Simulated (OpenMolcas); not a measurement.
# Ca: input and output

Input:

```
&GATEWAY
Coord
1

Ca 0.0 0.0 0.0
Basis=ANO-R2
Group=XYZ
NoMove
AngMom=0.0 0.0 0.0
AMFI
&SEWARD
* reference wave functions (RASSCF and RASSI steps not shown): 2 electrons in 4 orbitals (4s 4p)
>>> COPY JOB001 $Project.JobIph
&CASPT2
Multistate=3 1 2 3
Frozen=2 3
IPEA=0.25
Imaginary=0.1
MaxIter=60
WThr=0.0 0.3 0.05
PrWF=0.5
NoMix
>>> COPY JOB002 $Project.JobIph
&CASPT2
Multistate=6 1 2 3 4 5 6
Frozen=2 3
IPEA=0.25
Imaginary=0.1
MaxIter=60
WThr=0.0 0.3 0.05
PrWF=0.5
NoMix
>>> COPY JOB003 $Project.JobIph
&CASPT2
Multistate=3 1 2 3
Frozen=2 3
IPEA=0.25
Imaginary=0.1
MaxIter=60
WThr=0.0 0.3 0.05
PrWF=0.5
NoMix
...
```

Output, cut to the results:

```
--- CASPT2 ---
Orbital specifications:
      -----------------------

      Symmetry species                           1   2
                                                ag  au
      Frozen orbitals                            2   3
      Inactive orbitals                          1   3
      Active orbitals                            1   3
      Secondary orbitals                        17  13
      Deleted orbitals                           0   0
      Number of basis functions                 21  22
Type of calculation                        MS-CASPT2
      Fock operator                              state-specific
      IPEA shift                                 0.25
      Real shift                                 0.00
      Imaginary shift                            0.10
      The input orbitals will be transformed to quasi-canonical
Reference energy:        -679.4813454189
      E2 (Non-variational):      -0.2350282625
      Shift correction:          -0.0001664041
      E2 (Variational):          -0.2351946666
      Total energy:            -679.7165400856
      Residual norm:              0.0000009633
      Reference weight:           0.94770
      Contributions to the CASPT2 correlation energy
      Active & Virtual Only:         -0.0016412396
      One Inactive Excited:          -0.0143779485
      Two Inactive Excited:          -0.2190090745
Reference energy:        -679.4813454189
      E2 (Non-variational):      -0.2350282625
      Shift correction:          -0.0001664041
      E2 (Variational):          -0.2351946666
      Total energy:            -679.7165400856
      Residual norm:              0.0000009633
      Reference weight:           0.94770
      Contributions to the CASPT2 correlation energy
      Active & Virtual Only:         -0.0016412396
      One Inactive Excited:          -0.0143779485
      Two Inactive Excited:          -0.2190090745
::    CASPT2 Root  1     Total energy:   -679.71654009
::    CASPT2 Root  2     Total energy:   -679.71654009
::    CASPT2 Root  3     Total energy:   -679.71654009
::    MS-CASPT2 Root  1     Total energy:   -679.71654009
::    MS-CASPT2 Root  2     Total energy:   -679.71654009
::    MS-CASPT2 Root  3     Total energy:   -679.71654009
--- CASPT2 ---
Orbital specifications:
      -----------------------

      Symmetry species                           1   2
                                                ag  au
      Frozen orbitals                            2   3
      Inactive orbitals                          1   3
      Active orbitals                            1   3
      Secondary orbitals                        17  13
      Deleted orbitals                           0   0
      Number of basis functions                 21  22
Type of calculation                        MS-CASPT2
      Fock operator                              state-specific
      IPEA shift                                 0.25
      Real shift                                 0.00
      Imaginary shift                            0.10
      The input orbitals will be transformed to quasi-canonical
Reference energy:        -679.6573294223
      E2 (Non-variational):      -0.2450879258
      Shift correction:          -0.0002064937
      E2 (Variational):          -0.2452944196
      Total energy:            -679.9026238419
      Residual norm:              0.0000001701
      Reference weight:           0.94289
      Contributions to the CASPT2 correlation energy
      Active & Virtual Only:         -0.0036055770
      One Inactive Excited:          -0.0226962246
      Two Inactive Excited:          -0.2187861242
Reference energy:        -679.4587045062
      E2 (Non-variational):      -0.2445407850
      Shift correction:          -0.0010449483
      E2 (Variational):          -0.2455857333
      Total energy:            -679.7042902395
      Residual norm:              0.0000000429
      Reference weight:           0.92560
      Contributions to the CASPT2 correlation energy
      Active & Virtual Only:         -0.0109735122
      One Inactive Excited:          -0.0146032180
      Two Inactive Excited:          -0.2189640548
::    CASPT2 Root  1     Total energy:   -679.90262384
::    CASPT2 Root  2     Total energy:   -679.70429024
::    CASPT2 Root  3     Total energy:   -679.70428897
::    CASPT2 Root  4     Total energy:   -679.70429334
::    CASPT2 Root  5     Total energy:   -679.70431110
::    CASPT2 Root  6     Total energy:   -679.70428968
::    MS-CASPT2 Root  1     Total energy:   -679.90262387
::    MS-CASPT2 Root  2     Total energy:   -679.70431734
::    MS-CASPT2 Root  3     Total energy:   -679.70429319
::    MS-CASPT2 Root  4     Total energy:   -679.70429051
::    MS-CASPT2 Root  5     Total energy:   -679.70428625
::    MS-CASPT2 Root  6     Total energy:   -679.70428603
--- CASPT2 ---
Orbital specifications:
      -----------------------

      Symmetry species                           1   2
                                                ag  au
      Frozen orbitals                            2   3
      Inactive orbitals                          1   3
      Active orbitals                            1   3
      Secondary orbitals                        17  13
      Deleted orbitals                           0   0
      Number of basis functions                 21  22
Type of calculation                        MS-CASPT2
      Fock operator                              state-specific
      IPEA shift                                 0.25
      Real shift                                 0.00
      Imaginary shift                            0.10
      The input orbitals will be transformed to quasi-canonical
Reference energy:        -679.5945976355
      E2 (Non-variational):      -0.2386969266
      Shift correction:          -0.0001905496
      E2 (Variational):          -0.2388874762
      Total energy:            -679.8334851117
      Residual norm:              0.0000000880
      Reference weight:           0.94618
...
```

Levels above the lowest, from the spin-orbit matrix with the single-state CASPT2 energies, averaged by term, on its diagonal:

| Configuration | Term | J | E (cm⁻¹) | Measured (cm⁻¹) | g | Term weight % |
| --- | --- | --- | --- | --- | --- | --- |
| 4s² | ¹S | 0 | 0.0 | 0.0 |  | 100 |
| 4s 4p | ³P° | 0 | 15097 | 15158 |  | 100 |
| 4s 4p | ³P° | 1 | 15136 | 15210 | 1.501 | 100 |
| 4s 4p | ³P° | 2 | 15213 | 15316 | 1.501 | 100 |
| 4s 4p | ¹P° | 1 | 28494 | 23652 | 1.000 | 100 |
| 4p² | ³P | 0 | 40768 | 38418 |  | 100 |
| 4p² | ³P | 1 | 40804 | 38465 | 1.501 | 100 |
| 4p² | ³P | 2 | 40876 | 38552 | 1.501 | 100 |
| 4p² | ¹D | 2 | 43529 |  | 1.000 | 100 |

Against the 7 measured excited levels shown (NIST Handbook of Basic Atomic Spectroscopic Data) the mean absolute deviation is 1700 cm-1; the largest miss in energy is 4s 4p ¹P°₁: computed 28494, measured 23652 cm⁻¹ (+20.5 %).

The ¹D term of p² mixes with s d, which this space lacks. The ANO-R sets hold no well-fitted valence p shell for this element, so s → p excitations can come out far too high. Computed and measured levels are paired by configuration, term and J; levels that our copy of the source lacks, or whose pairing is in doubt (as where it misses far off the trend of its configuration), stay unpaired and out of the deviations. Only configurations of the active space appear. The first state left out of the spin-orbit step lies near 56000 cm-1 above the lowest spin-free state of the reference (among the parities and spins computed), and the list stops at four fifths of that energy or lower.

The term weight is that of the spin-free term in the level, not the purity of its configuration. ° marks odd parity.
